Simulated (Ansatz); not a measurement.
Start from `[SiH3][GeH]1[CH2][O]1` and change one atom or group to get `[Cl][GeH]1[CH2][O]1`.

Ansatz, PBE0-D4/def2-TZVP geometries, multiplicity 1. 

Scalar relativity is left out up to krypton.

```csv
property,`[SiH3][GeH]1[CH2][O]1`
HOMO–LUMO gap (PBE/def2-TZVPP) / eV,4.15
HOMO–LUMO gap (ωB97M-V/def2-TZVPP) / eV,9.98
HOMO–LUMO gap (B3LYP/def2-TZVPP) / eV,5.61
size of the dipole moment (B3LYP/def2-TZVPP) / D,2.27
HOMO–LUMO gap (PBE0/def2-TZVPP) / eV,6.02
LUMO energy (ωB97M-V/def2-TZVPP) / eV,0.85
```

Give the same properties after the change, and the shifts. (An estimate is asked.)

The calculation gave: 
```
                                        property  `[Cl][GeH]1[CH2][O]1`  shift
             HOMO–LUMO gap (PBE/def2-TZVPP) / eV                   4.28   0.13
         HOMO–LUMO gap (ωB97M-V/def2-TZVPP) / eV                  10.46   0.48
           HOMO–LUMO gap (B3LYP/def2-TZVPP) / eV                   5.86   0.25
size of the dipole moment (B3LYP/def2-TZVPP) / D                   2.38   0.11
            HOMO–LUMO gap (PBE0/def2-TZVPP) / eV                   6.36   0.34
           LUMO energy (ωB97M-V/def2-TZVPP) / eV                   0.80  -0.05
```

With PBE0 the HOMO falls by 0.48 eV and the LUMO falls by 0.14 eV, so the gap widens by about 0.34 eV. PBE moves the HOMO by -0.37 eV and ωB97M-V by -0.52 eV. Dipoles are sizes alone; their direction can turn.

B3LYP here is the variant with VWN-RPA as its local correlation; programs differ in this.
